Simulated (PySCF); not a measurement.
**Pb⁺ (lead, charge +1) across methods**

[Xe] 4f14 5d10 6s2 6p1, 2P determinant. Calculation: PySCF 2.14, in x2c-QZVPPall; the spin-free X2C one-electron Hamiltonian (Gaussian nucleus).

```json
{"method": "LDA", "E (hartree)": "-20873.45", "mean ε 6s α (eV)": "-19.732", "mean ε 6s β (eV)": "-19.236", "mean ε 6p α (eV)": "-10.347", "Σ⟨r²⟩ (bohr²)": "57.07", "⟨S²⟩": "0.751"}
{"method": "UHF", "E (hartree)": "-20879.91125", "mean ε 6s α (eV)": "-23.244", "mean ε 6s β (eV)": "-21.401", "mean ε 6p α (eV)": "-13.506", "Σ⟨r²⟩ (bohr²)": "57.66", "⟨S²⟩": "0.757"}
{"method": "PBE0", "E (hartree)": "-20885.71", "mean ε 6s α (eV)": "-20.606", "mean ε 6s β (eV)": "-19.733", "mean ε 6p α (eV)": "-11.204", "Σ⟨r²⟩ (bohr²)": "57.10", "⟨S²⟩": "0.752"}
{"method": "r2SCAN", "E (hartree)": "-20885.96", "mean ε 6s α (eV)": "-19.767", "mean ε 6s β (eV)": "-19.004", "mean ε 6p α (eV)": "-10.543", "Σ⟨r²⟩ (bohr²)": "56.95", "⟨S²⟩": "0.753"}
{"method": "PBE", "E (hartree)": "-20886.00", "mean ε 6s α (eV)": "-19.401", "mean ε 6s β (eV)": "-18.822", "mean ε 6p α (eV)": "-10.235", "Σ⟨r²⟩ (bohr²)": "57.23", "⟨S²⟩": "0.751"}
```

Spin-orbit coupling, absent here, splits the open shell strongly.
